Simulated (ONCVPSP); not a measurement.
# Building the ONCV potential for F (PBE, non-relativistic).

fluorine (F), optimised norm-conserving Vanderbilt (ONCV), made with ONCVPSP 4.0.1 (PBE, non-relativistic). Core [He], reference 2s1 2p6. Waves: 2s: rc 0.80 bohr, ncon 3, nbas 7, qcut 8.1 1/bohr, 2 projectors, debl 2.3 Ha; 2p: rc 1.45 bohr, ncon 4, nbas 8, qcut 10.7 1/bohr, 2 projectors, debl 1.4 Ha; d scattering state at 0.3 Ha: rc 1.20 bohr, ncon 4, nbas 8, qcut 6.9 1/bohr, 2 projectors, debl 0.8 Ha. Local part: polynomial inside 0.75 bohr (lpopt 5, dvloc0 -1 Ha). Core correction: Teter function, fcfact 3.75, rcfact 1.45.

Q: Does the generator finish with these settings?

A: Yes, a potential is produced and its reference levels are reproduced.

Q: Estimate the cutoffs (Ha) at which the residual kinetic energy of the hardest occupied pseudo-wave falls to 1 and 0.1 mHa per electron.

A: 74 Ha and 224 Ha.

Q: What does a ghost test show?

A: No bound ghost flagged; GHOST(+) flags only above 600 eV.

Q: Which valence shell sets the plane-wave cutoff?

A: 2s: 74 Ha for 1 mHa per electron, against 37 Ha for 2p.

Q: Tests: 2s2 2p5; 2s2 2p4; 2s2 2p3; 2s2 2p4.5. Which has the largest error in its energy relative to the reference configuration, and how large is it?

A: 2s2 2p3, with +501 meV (all-electron minus pseudo) on +39.07 eV.
